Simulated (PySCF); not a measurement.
P (phosphorus, neutral) across methods

[Ne] 3s2 3p2 4s1, 4s spin antiparallel (an excited configuration). Calculation: PySCF 2.14, in x2c-TZVPPall with one added diffuse shell each of s, p, d type (6s6p4d1f, 51 functions); scalar relativity by spin-free X2C-1e.

```
 method  E (hartree)  mean ε 3s β (eV)  mean ε 3p α (eV)  mean ε 4s β (eV)  Σ⟨r²⟩ (bohr²)   ⟨S²⟩
    UHF   -341.25942           -20.187           -14.102            -2.641          50.88  1.763
   BP86    -341.8559           -16.669            -9.545            -1.679          50.29  1.753
   PBE0    -341.6865           -17.754           -10.798            -1.974          50.50  1.755
   TPSS    -341.8349           -16.458            -9.678            -1.558          50.61  1.754
   BLYP    -341.8341           -16.436            -9.189            -1.367          50.10  1.752
    PBE    -341.6610           -16.493            -9.474            -1.587          50.42  1.753
    LDA    -340.5333           -16.683            -9.408            -1.496          50.02  1.751
wB97M-V    -341.7932           -20.410           -12.636            -2.758          49.70  1.752
 r2SCAN    -341.7837           -16.589            -9.967            -1.633          50.73  1.758
```

The outer electron is Rydberg-like, and this basis confines it to a smaller radius and binds it less than a complete one would. With the s spin flipped the determinant is a mixture of two multiplicities, not a spectroscopic state.
